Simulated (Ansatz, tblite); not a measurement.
Forces on the cluster Mg₂Cl₂⁺ at its PBE0-D4/def2-TZVP geometry. The state is a doublet with charge 1.

The xTB rows come from tblite. The structure comes from a short search, and lower isomers may exist.

GFN1-xTB (tblite), largest force 0.22 eV/Å:

```xyz
4
positions Å, forces eV/Å
Mg    0.713   -0.655   -1.294    0.095   -0.088   -0.173
Mg   -0.713    0.655    1.294   -0.095    0.087    0.173
Cl    1.518    0.236    0.717   -0.009   -0.001   -0.004
Cl   -1.518   -0.236   -0.717    0.009    0.002    0.005
```

GFN2-xTB (tblite), largest force 0.57 eV/Å:

```
Mg -0.180 0.165 0.327
Mg 0.180 -0.165 -0.326
Cl -0.509 -0.079 -0.241
Cl 0.510 0.079 0.240
```

PBE-D4/def2-TZVP (Ansatz), largest force 0.19 eV/Å:

```
Mg 0.057 -0.052 -0.103
Mg -0.057 0.052 0.104
Cl 0.173 0.027 0.081
Cl -0.172 -0.027 -0.082
```
